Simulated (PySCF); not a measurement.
Relaxation of singlet IrH3

All numbers come from PySCF, PBE0, basis Ir def2-TZVP with ECP60, H def2-TZVP (scalar-relativistic core potentials, no spin–orbit coupling, density fitting). A (50,194) grid was used.

A start displaced from a saddle point along its imaginary mode, of C3v symmetry, held to at least that symmetry:

```xyz
4
charge 0 multiplicity 1, angstrom
Ir    0.0000    0.0000   -0.0019
H     1.5523    0.0000    0.1200
H    -0.7762    1.3444    0.1200
H    -0.7762   -1.3443    0.1200
```

Optimiser trace:
| step | E − E(last) (kJ/mol) | largest gradient (Eh/bohr) |
| --- | --- | --- |
| 0 | 167.24 | 0.03967 |
| 1 | 92.51 | 0.04448 |
| 2 | 62.78 | 0.04082 |
| 3 | 29.55 | 0.02376 |
| 4 | 6.83 | 0.02202 |
| 5 | 0.46 | 0.00220 |
| 6 | 0.01 | 0.00124 |
| 7 | 0.00 | 0.00010 |
| 8 | 0.00 | 0.00000 |

It ends at C3v with Ir–H 1.532 Å (×3); H–Ir–H 89.5° (×3). A frequency run shows a minimum. Other isomers or separated fragments may lie lower.

Final geometry:
Coordinates in bohr (charge 0 multiplicity 1):
```
Ir    0.0000    0.0000   -0.0260
H     2.3534    0.0000    1.6600
H    -1.1767    2.0382    1.6600
H    -1.1767   -2.0381    1.6600
```

Spin–orbit coupling, left out here, can matter for elements this heavy.

The relaxation took of the order of 13 core-seconds on a shared host.
